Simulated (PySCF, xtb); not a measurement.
boroxine (B3H3O3), SMILES B1OBOBO1.

Harmonic wavenumbers (cm⁻¹) from GFN2-xTB run with xtb at its own minimum, in rising order: 224, 224, 433, 521, 521, 775, 796, 796, 802, 947, 947, 953, 1008, 1041, 1138, 1138, 1282, 1282, 2647, 2647, 2650.

**Question.** What does PBE-D3(BJ)/def2-SVP (PySCF) give at its own minimum? (The exact figures need the calculation; the answer reports its results.)

**Answer.** 204, 204, 392, 520, 520, 783, 881, 887, 887, 975, 975, 982, 1083, 1157, 1196, 1197, 1390, 1390, 2616, 2616, 2631. Paired by order, the mean absolute difference is 50 cm⁻¹ and the zero-point energies are 32.6 and 33.6 kcal/mol.
